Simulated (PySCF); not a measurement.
Predicted microwave data (PBE0/pcSseg-1 in PySCF (dipole) on a GFN2-xTB geometry, gas phase) for one isomer of C4H15NSi3:

* Rotational constants: A = 1764, B = 814.8, C = 709.8 MHz
* Dipole components: |μa| = 0.68 D, |μb| = 0.17 D, |μc| = 0.05 D
* Inertial defect: -194.82 u·Å²
* κ: -0.80

Question: Which candidate fits, each taken in the one conformer that was computed?
A. `[CH3:1][SiH2:2][C@@H:3]1[CH2:4][C@@H:5]1[N:6]([SiH3:7])[SiH3:8]` with C1–Si2–C3–C4 -126°, C4–C5–N6–Si7 -165°
B. `[CH3:1][C@@H:2]1[SiH2:3][CH2:4][C@@H:5]1[N:6]([SiH3:7])[SiH3:8]` with C4–C5–N6–Si7 163°, C1–C2–Si3–C4 -100°, C2–Si3–C4–C5 -16°, Si3–C4–C5–N6 147°, C1–C2–C5–C4 96°
C. `[CH2:1]=[CH:2][CH2:3][Si@@H:4]([NH2:5])[CH2:6][SiH2:7][SiH3:8]` with C1–C2–C3–Si4 -102°, C2–C3–Si4–N5 64°, C3–Si4–N5–H -41° and 180°, C3–Si4–C6–Si7 -56°, Si4–C6–Si7–Si8 -61°

Answer: B. It is C[C@@H]1[SiH2]C[C@@H]1N([SiH3])[SiH3], an asymmetric top, point group C1. The candidates at the same level (rigid rotor, commonest isotopes):

| SMILES | A (MHz) | B (MHz) | C (MHz) | μa (D) | μb (D) | μc (D) | Δ (u·Å²) | point group | rotor |
| --- | --- | --- | --- | --- | --- | --- | --- | --- | --- |
| C=CC[Si@@H](N)C[SiH2][SiH3] | 1691 | 620.5 | 556.5 | 0.81 | 0.42 | 1.10 | -205.15 | C1 | asymmetric top |
| C[C@@H]1[SiH2]C[C@@H]1N([SiH3])[SiH3] | 1764 | 814.8 | 709.8 | 0.68 | 0.17 | 0.05 | -194.82 | C1 | asymmetric top |
| C[SiH2][C@@H]1C[C@@H]1N([SiH3])[SiH3] | 1633 | 728.8 | 652.6 | 0.54 | 0.12 | 0.94 | -228.55 | C1 | asymmetric top |

`C=CC[Si@@H](N)C[SiH2][SiH3]` has B 24 % too low; `C[SiH2][C@@H]1C[C@@H]1N([SiH3])[SiH3]` has B 11 % too low. No structure here is proved a minimum.
